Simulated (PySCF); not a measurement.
# TDDFT excited states: C4H8F2Si

C₄H₈F₂Si.
SMILES: `F[C@@H]1C[SiH2][C@@H](F)C1`

Method used: TDDFT CAM-B3LYP/def2-SVPD, vertical, gas phase, core orbitals frozen in the response (PySCF). Isolated species at its PBE0-D3(BJ)/def2-SVP geometry (one conformer only).

Problem. Predict the UV-vis stick spectrum at this level.

Solution. 

```tsv
state	E (eV)	λ (nm)	f	main configurations (H = HOMO, L = LUMO)
S1	7.57	163.8	0.024	H→L (57%), H→L+3 (17%), H→L+2 (12%)
S2	7.92	156.5	0.013	H→L+1 (42%), H→L (27%), H→L+2 (19%)
S3	8.02	154.6	0.042	H→L+3 (38%), H→L+1 (27%), H→L+2 (11%)
S4	8.34	148.6	0.068	H-1→L (51%), H-1→L+1 (22%)
S5	8.57	144.8	0.011	H-1→L+1 (60%), H-1→L (18%), H-1→L+2 (10%)
S6	8.64	143.5	0.0013	H-2→L (17%), H-1→L+2 (16%), H-3→L (13%)
S7	8.66	143.2	0.0040	H-3→L+1 (21%), H-1→L+2 (19%), H-1→L+3 (13%)
S8	8.80	140.8	0.032	H-2→L (36%), H-3→L (12%)
S9	8.83	140.4	0.103	H→L+2 (34%), H→L+3 (17%)
S10	8.93	138.8	0.017	H→L+4 (49%), H-2→L+1 (17%)
```

Triplets (Tamm–Dancoff): T1 7.03 eV, H→L (42%), H→L+3 (23%), H→L+1 (12%); T2 7.31 eV, H→L+2 (27%), H→L+3 (23%), H→L+1 (22%); T3 7.69 eV, H→L+1 (43%), H→L (29%), H→L+2 (11%); T4 7.86 eV, H-1→L (41%), H-1→L+1 (33%).

The lowest singlet lies at 7.57 eV (164 nm, vacuum ultraviolet) and is weak; its leading configuration is HOMO→LUMO (57%). The most intense listed level is S9 at 8.83 eV (140 nm, f = 0.103), 1.26 eV above S1. Löwdin shares by element: HOMO carbon 37% or more, fluorine 20% or more, silicon 20% (atoms not listed hold the other 23%); LUMO silicon 30%, hydrogen 20% or more, carbon 12% or more (atoms not listed hold the other 38%). Weighted by f, the mean energy of these states is 8.48 eV. The listed states span 1.36 eV, and the widest gap between neighbours is 0.35 eV (S1 to S2). Of the 10 states listed, 8 reach f = 0.01 and none stays under 0.0005. All these states lie below the vertical ionisation energy of 10.63 eV (ΔSCF). Only the lowest 10 singlets were computed, as vertical energies without vibronic structure.

Time: 4.8 min wall (with the writing of density and orbital grids); peak memory 1.0 GiB. Hardware: an Arm Neoverse V1 with one thread, no GPU (shared host).
